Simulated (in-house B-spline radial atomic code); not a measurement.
**Response and correlation of Ga⁺**

Closed shell [Ar] 3d10 4s2. Computed with a B-spline radial code for spherical atoms: Dirac-Hartree-Fock, relativistic RPA (time-dependent Dirac-Hartree-Fock) for the response and second-order many-body perturbation theory for correlation, no-pair Dirac-Coulomb Hamiltonian, finite nucleus.

Command:
```bash
python run_mb.py task.json out
```
Settings (nuclear radius in fm, box in bohr, cutoff in hartree):
```
basis_form          2
Z                   31
core_configuration  [Ar] 3d10 4s2
rms_radius          3.9973
mass_number         69
speed_of_light      137.036
box_radius          25.846
lmax                7
intervals           66
virtual_cutoff      24025.0
```

Run time, properties included: 7.3 s on 1 thread of Arm Neoverse V1, on a shared host.

| multipole (bohr³, bohr⁵, bohr⁷) | uncoupled | coupled RPA |
| --- | --- | --- |
| dipole | 17.132 | 21.261 |
| quadrupole | 64.918 | 90.605 |
| octupole | 621.19 | ? |

(1) What is the coupled octupole polarisability?

(2) Which subshells carry the dipole polarisability?

(3) What does the dipole shielding factor come to?

Dipole polarisability at imaginary frequency:

```json
{"u (Eh)": "0", "α(iu) (bohr³)": "21.26"}
{"u (Eh)": "0.141", "α(iu) (bohr³)": "17.6"}
{"u (Eh)": "0.424", "α(iu) (bohr³)": "7.939"}
{"u (Eh)": "0.849", "α(iu) (bohr³)": "3.381"}
{"u (Eh)": "1.41", "α(iu) (bohr³)": "1.791"}
{"u (Eh)": "2.83", "α(iu) (bohr³)": "0.7738"}
{"u (Eh)": "5.66", "α(iu) (bohr³)": "0.3183"}
{"u (Eh)": "14.1", "α(iu) (bohr³)": "0.08058"}
```

(4) What dispersion coefficients follow for two such ions (the dispersion part alone)?

Lowest J = 1 odd-parity excitations:

| energy (eV) | oscillator strength | leading channel | weight |
| --- | --- | --- | --- |
| 4.017 | 0.000197 | 4s1/2 → p1/2 | 0.684 |
| 8.0202 | 1.69 | 4s1/2 → p3/2 | 0.675 |
| 13.326 | 4.71e-05 | 4s1/2 → p1/2 | 0.707 |
| 13.719 | 0.00648 | 4s1/2 → p3/2 | 0.706 |
| 15.823 | 3.44e-05 | 4s1/2 → p1/2 | 0.716 |
| 15.963 | 5.79e-06 | 4s1/2 → p3/2 | 0.715 |
| 17.176 | 3.61e-05 | 4s1/2 → p1/2 | 0.721 |
| 17.285 | 0.000572 | 4s1/2 → p3/2 | 0.72 |

For an outer ns² shell RPA puts the lowest triplet far too low, and second order misses the ns²-np² near-degeneracy.

Second-order correlation energy by the highest angular momentum of the excited pair (hartree): s -0.02284, p -0.2308, d -0.6759, f -0.4696, g -0.1531, h -0.06543, i -0.02983, k -0.01517.

(5) What is the second-order correlation energy at the partial-wave limit?

Answers

(1) 815.05 atomic units, +31 % against the uncoupled value.

(2) 4s1/2 99.9 %, 3d5/2 0.2 %, 3d3/2 0.1 %.

(3) The dipole shielding factor is 0.968, against the exact N/Z = 30/31 = 0.968 of the non-relativistic theorem.

(4) C6 = (3/π)∫α(iu)²du = 113.4 hartree·bohr⁶ and C8 = 2981 hartree·bohr⁸.

(5) The listed waves sum to -1.6627 hartree; extrapolating the increments as (l + 1/2)⁻⁴ gives -1.6937 hartree, -1.54 eV per electron.
